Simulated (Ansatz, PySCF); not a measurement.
Species: silicon dioxide molecule, SiO2 (charge 0, singlet). 
Coordinates optimised at B3LYP-D3(BJ)/def2-TZVP (Ansatz, a quantum-chemistry and plane-wave program):
```
Si
O 1 1.5101
O 1 1.5101 2 180.00
```
Charge 0, spin multiplicity 1.

Wanted: atomisation energy (electronic, to ground-state atoms), in kcal/mol. Cores are frozen in the correlated levels unless marked. UHF or UKS for open shells. Spin-orbit coupling is left out. No relativistic terms. The coupled-cluster limit lacks core correlation, which all-electron functionals hold. CBS(X,Y): correlation extrapolated as X^-3; Hartree-Fock from the larger set.

```
level                                               program  atomisation energy (kcal/mol)
--------------------------------------------  -------------  -----------------------------
M06-L/def2-TZVPD                                      PySCF                          293.6
MN15-D3(BJ)/def2-TZVPD                        PySCF + dftd3                          301.4
CCSD/6-31G                                           Ansatz                     (withheld)
CCSD(T)/CBS(aug-cc-pV(T+d)Z,aug-cc-pV(Q+d)Z)         Ansatz                     (withheld)
```

**Question.** Some entries are withheld; supply them.

**Answer.** 
- CCSD/6-31G, atomisation energy (kcal/mol): 163.5
- CCSD(T)/CBS(aug-cc-pV(T+d)Z,aug-cc-pV(Q+d)Z), atomisation energy (kcal/mol): 297.5
